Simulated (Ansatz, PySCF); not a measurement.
Gas-phase reaction in SMILES: C[SiH](C)[SiH2] → C[SiH](C)[SiH2-] (an electron is taken up)
Geometries: B3LYP-D3(BJ)/def2-TZVP minima from Ansatz (an electronic-structure program), one conformer each, not searched for the lowest.

Property: adiabatic electron affinity (0 K, with B3LYP-D3(BJ) harmonic zero-point energies from PySCF), positive where the reaction releases energy, in eV. Valence correlation only, unless marked. Open shells are spin-unrestricted. No spin-orbit coupling. No relativistic terms. Anions need diffuse functions: aug- sets have them; def2-D sets add few; the other sets have none. Basis-set limits of correlation are two-point, X^-3; Hartree-Fock from the larger set. [CCSD(T)-MP2]/basis is that difference in the basis named.

RI-MP2/CBS(aug-cc-pV(T+d)Z,aug-cc-pV(Q+d)Z)+[CCSD(T)-MP2]/aug-cc-pV(T+d)Z (Ansatz) gives 1.70 eV.

### Question
Another calculation gave 1.68 eV. Which level was it?
A. SVWN5/def2-TZVPD (Ansatz)
B. r2SCAN0/def2-TZVPD (Ansatz)
C. wB97X-V/def2-TZVPD (Ansatz)
D. wB97M-V/def2-TZVPD (Ansatz)

### Answer
D, wB97M-V/def2-TZVPD (Ansatz). The others give 1.83 (SVWN5), 1.44 (r2SCAN0), 1.57 (wB97X-V) eV.
